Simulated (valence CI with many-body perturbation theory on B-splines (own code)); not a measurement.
## Ta³⁴⁺: fill in the table

Method: valence CI with perturbative core correlation (CI+MBPT): three valence electrons over a frozen Dirac-Fock core [Kr], a basis of 7 s, 7 p, 8 d, 6 f, 4 g, 1 h functions for each j, with the one-electron correlation potential Σ1 (screened to all orders), the two-electron term Σ2, the three-electron term Σ3, Breit, model QED; selected single and double excitations, second order for the rest, scaled by the run's own slope (own B-spline code, finite nucleus).

The last digits are not significant, and no measured levels were compared; by estimate large intervals hold to a few tenths of a per cent, small ones and those within an open d or f shell to about a per cent. The list stops below the first excitations out of the core.

```csv
Level,E (eV)
(4d3/2^3) J=3/2,0.000
(4d3/2^2 4d5/2) J=5/2 [a],13.794
(4d3/2^2 4d5/2) J=3/2,16.194
(4d3/2^2 4d5/2) J=7/2,17.496
(4d3/2^2 4d5/2) J=9/2,17.898
(4d3/2^2 4d5/2) J=1/2,18.096
(4d3/2^2 4d5/2) J=5/2 [b],25.735
(4d3/2 4d5/2^2) J=7/2 [a],31.177
(4d3/2 4d5/2^2) J=9/2,?
(4d3/2 4d5/2^2) J=3/2 [a],34.472
(4d3/2 4d5/2^2) J=1/2,?
(4d3/2 4d5/2^2) J=5/2 [a],36.454
(4d3/2 4d5/2^2) J=11/2,?
(4d3/2 4d5/2^2) J=5/2 [b],39.016
(4d3/2 4d5/2^2) J=7/2 [b],?
(4d3/2 4d5/2^2) J=3/2 [b],?
(4d5/2^3) J=9/2,49.924
(4d5/2^3) J=3/2,?
(4d5/2^3) J=5/2,58.962
```

Levels are named by their leading jj configuration (3d3/2^4 stands for four electrons in 3d with j = 3/2), which in mixed levels can hold well under half, so a name can repeat and another be missing. Letters in brackets count levels of one name in rising energy.

Task: The levels stand in rising order. What does the calculation give for the missing energies?

Result: (4d3/2 4d5/2^2) J=9/2 32.786; (4d3/2 4d5/2^2) J=1/2 35.541; (4d3/2 4d5/2^2) J=11/2 36.486; (4d3/2 4d5/2^2) J=7/2 [b] 39.703; (4d3/2 4d5/2^2) J=3/2 [b] 46.193; (4d5/2^3) J=3/2 55.190.
